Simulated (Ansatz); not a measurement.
Species: H3OSn, SMILES `[OH][SnH2]` (charge 0, multiplicity 2), formula H3OSn.

### Question
How many basis functions does frozen-core CCSD(T)/def2-TZVPP // r2SCAN-D4/def2-TZVP (Ansatz, a first-principles code) use, how many core orbitals are frozen, and how many electrons are correlated?

### Answer
123 basis functions and 5 frozen orbitals, which leaves 23 correlated electrons (filled d shells below the valence shell are correlated). Core time is of the order of minutes.
